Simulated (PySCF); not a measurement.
Working out the excitation energy of Ge²⁺

Ge²⁺ [Ar] 3d10 4s2 (1S) → Ge²⁺ [Ar] 3d10 4s1 4d1 (3D). All numbers are calculated (PySCF 2.14, scalar relativity through the core potential, in aug-cc-pVDZ-PP with ECP10MDF (5s4p3d, 32 functions)). Frozen: 3s2 3p6 3d10. Energies in hartree (1 hartree = 27.21139 eV):

```csv
part,Ge²⁺ (lower),Ge²⁺ (upper)
UHF,-292.510073,-291.819071
MP2 opposite-spin,-0.025502,0.000000
MP2 same-spin,0.000000,-0.001298
```

Question: What does Hartree-Fock give?

Answer: (-291.819071) − (-292.510073) = 0.691002 hartree = 18.803 eV.

Question: What do MP2 and SCS-MP2 (6/5 opposite-spin, 1/3 same-spin) give?

Answer: The opposite-spin parts differ by 0.694 eV and the same-spin parts by -0.035 eV. MP2: 18.803 + (0.694) + (-0.035) = 19.462 eV. SCS-MP2: 18.803 + 1.2 × (0.694) + (-0.035)/3 = 19.624 eV.

A double-zeta basis recovers only part of the correlation energy.
